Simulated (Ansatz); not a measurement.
Cartesian coordinates (Å):
```xyz
9

C     -1.1637     0.0374     0.0132
C      0.2733     0.4148     0.0816
Cl     0.5696     2.1091     0.4188
C      1.3377    -0.3611    -0.0787
Cl     1.2332    -2.0588    -0.4176
H     -1.6681     0.6100    -0.7677
H     -1.6596     0.2649     0.9589
H     -1.2711    -1.0242    -0.1985
H      2.3486     0.0077    -0.0100
```
Charge 0, multiplicity 1.

Method: frozen-core CCSD(T)/cc-pVTZ // B3LYP-D3(BJ)/def2-TZVP in Ansatz (an electronic-structure program).

- HF energy = -1034.98794 Ha
- MP2 correlation energy = -0.87343 Ha

**Question.** Estimate the CCSD correlation energy, the (T) correction, the total energy and the T1 diagnostic.

**Answer.** 
```yaml
CCSD correlation energy: -0.92180 Ha
"(T) correction": -0.04273 Ha
CCSD(T) total energy: -1035.95246 Ha
T1 diagnostic: 0.010
```
